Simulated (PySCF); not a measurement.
BLYP on Te (tellurium, neutral), [Kr] 4d10 5s1 5p4 5d1, one real determinant (an excited configuration). Calculation: PySCF 2.14, in aug-cc-pwCVTZ-PP with ECP28MDF; scalar relativity through the core potential.

```
cycle= 1 E= -267.333448598531  delta_E= -0.0139  |g|= 0.0233  |ddm|= 0.446
cycle= 2 E= -267.333677342498  delta_E= -0.000229  |g|= 0.00891  |ddm|=  0.1
cycle= 3 E= -267.333729574271  delta_E= -5.22e-05  |g|= 0.00264  |ddm|= 0.0318
cycle= 4 E= -267.333731617492  delta_E= -2.04e-06  |g|= 0.000647  |ddm|= 0.00476
cycle= 5 E= -267.333731722551  delta_E= -1.05e-07  |g|= 4.73e-05  |ddm|= 0.000986
cycle= 6 E= -267.333731723258  delta_E= -7.07e-10  |g|= 5.06e-06  |ddm|= 8.4e-05
converged SCF energy = -267.333731723258  <S^2> = 6.0033073  2S+1 = 5.0013228
```

Highest occupied orbital energy: 0.063 eV; ⟨L²⟩ = 8.02; populations by l: s 3.00, p 10.00, d 11.00, f 0.00.

**Question.** Can this result be used?

**Answer.** Not for this state. The calculation finished and met its thresholds. ⟨L²⟩ = 8.02 against 12 for a pure F term, so this real determinant mixes terms. Energies and moments cover only the electrons outside the core potential. The outer electron is Rydberg-like, and this basis confines it to a smaller radius and binds it less than a complete one would. At BLYP the highest occupied level has a positive energy, so only the finite basis holds that electron; for this excited configuration the basis is too tight for the outer shell.
